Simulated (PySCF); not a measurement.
C2H6O2Si, SMILES O[SiH]1COC1. Atoms are numbered in the order given.

```xyz
11

O      2.0079    -0.4672     0.0000
Si     0.5775     0.3795     0.0000
C     -0.8443    -0.1459    -1.1313
O     -1.7228    -0.0429     0.0000
C     -0.8443    -0.1459     1.1313
H      2.8265     0.0349     0.0000
H      0.8755     1.8471     0.0000
H     -0.7792    -1.1845    -1.5113
H     -1.1887     0.5028    -1.9525
H     -1.1887     0.5028     1.9525
H     -0.7792    -1.1845     1.5113
```
Charge 0, spin multiplicity 1.

Geometry optimised at PBE0-D3(BJ)/def2-SVP. The structure was generated by enumeration, and PubChem lists no compound with its InChIKey, so it may never have been made. Other conformers were not sampled.

Method: PySCF with TDA-PBE/def2-SVPD.

Vertical excitations. The molecule is in vacuum. State labels are in the subgroup Cs.

```json
[
 {"state": "S1", "symmetry": "A'", "energy (eV)": "4.95", "λ (nm)": "251", "f": "0.001", "main pairs": "HOMO→LUMO 99 %"},
 {"state": "S2", "symmetry": "A\"", "energy (eV)": "5.66", "λ (nm)": "219", "f": "0.001", "main pairs": "HOMO→LUMO+1 100 %"},
 {"state": "S3", "symmetry": "A'", "energy (eV)": "5.90", "λ (nm)": "210", "f": "0.003", "main pairs": "HOMO→LUMO+2 97 %"},
 {"state": "S4", "symmetry": "A\"", "energy (eV)": "6.13", "λ (nm)": "202", "f": "0.003", "main pairs": "HOMO−1→LUMO 100 %"},
 {"state": "S5", "symmetry": "A'", "energy (eV)": "6.31", "λ (nm)": "197", "f": "0.008", "main pairs": "HOMO−2→LUMO 89 %"},
 {"state": "S6", "symmetry": "A'", "energy (eV)": "6.41", "λ (nm)": "194", "f": "0.020", "main pairs": "HOMO→LUMO+3 87 %"},
 {"state": "S7", "symmetry": "A'", "energy (eV)": "6.47", "λ (nm)": "191", "f": "0.044", "main pairs": "HOMO→LUMO+4 96 %"},
 {"state": "S8", "symmetry": "A\"", "energy (eV)": "7.06", "λ (nm)": "176", "f": "0.002", "main pairs": "HOMO−2→LUMO+1 77 %, HOMO−1→LUMO+2 22 %"},
 {"state": "S9", "symmetry": "A\"", "energy (eV)": "7.11", "λ (nm)": "174", "f": "0.041", "main pairs": "HOMO−1→LUMO+2 75 %, HOMO−2→LUMO+1 22 %"},
 {"state": "S10", "symmetry": "A'", "energy (eV)": "7.18", "λ (nm)": "173", "f": "0.077", "main pairs": "HOMO−1→LUMO+1 86 %"},
 {"state": "T1", "symmetry": "A'", "energy (eV)": "4.78", "λ (nm)": "259", "f": "0", "main pairs": "HOMO→LUMO 99 %"},
 {"state": "T2", "symmetry": "A\"", "energy (eV)": "5.54", "λ (nm)": "224", "f": "0", "main pairs": "HOMO→LUMO+1 100 %"},
 {"state": "T3", "symmetry": "A'", "energy (eV)": "5.67", "λ (nm)": "219", "f": "0", "main pairs": "HOMO→LUMO+2 98 %"},
 {"state": "T4", "symmetry": "A\"", "energy (eV)": "5.94", "λ (nm)": "209", "f": "0", "main pairs": "HOMO−1→LUMO 99 %"}
]
```
Triplets are in the Tamm–Dancoff approximation.
